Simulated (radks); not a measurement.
Q: The mean radii <r> (bohr) of the occupied orbitals of an atom or ion are listed with their occupations. Method: scalar-relativistic Kohn-Sham, MS2 meta-GGA, spin-polarised, spherical densities, finite nucleus; meta-GGA in the generalised Kohn-Sham scheme; Fermi nuclear charge, rms radius of each element as measured or else 0.836 A^(1/3) + 0.57 fm; computed with a radial shooting solver on a logarithmic mesh with Libxc functionals.

| orbital | occ. | <r> |
|---|---|---|
| 1s up | 1 | 0.01803 |
| 1s down | 1 | 0.01803 |
| 2s up | 1 | 0.07618 |
| 2s down | 1 | 0.07617 |
| 2p up | 3 | 0.06834 |
| 2p down | 3 | 0.06834 |
| 3s up | 1 | 0.1972 |
| 3s down | 1 | 0.1972 |
| 3p up | 3 | 0.1978 |
| 3p down | 3 | 0.1978 |
| 3d up | 5 | 0.1793 |
| 3d down | 5 | 0.1793 |
| 4s up | 1 | 0.4402 |
| 4s down | 1 | 0.4404 |
| 4p up | 3 | 0.4682 |
| 4p down | 3 | 0.4681 |
| 4d up | 5 | 0.4999 |
| 4d down | 5 | 0.4992 |
| 5s up | 1 | 1.028 |
| 5s down | 1 | 1.017 |
| 5p up | 3 | 1.178 |
| 4f up | 7 | 0.5794 |
| 4f down | 7 | 0.5708 |
| 5p down | 1 | 1.169 |
| 5d up | 5 | 1.582 |
| 6s up | 1 | 2.458 |
| 5f up | 2 | 5.669 |

Name the element and its charge. Open shells, if any, are filled with parallel spins first.

A: Z = 75, rhenium, charge +1: Re+ in [Kr] 4d10 4f14 5s2 5p4 5d5 6s1 5f2. The 1s radius gives Z: for a bare nucleus <r> = (2 gamma + 1)/(2Z) with gamma = sqrt(1 - (Z/c)^2), 0.01783 bohr for Z = 75, and screening makes it slightly larger (0.01803 here). The occupations add up to 74, and the charge is Z minus that.
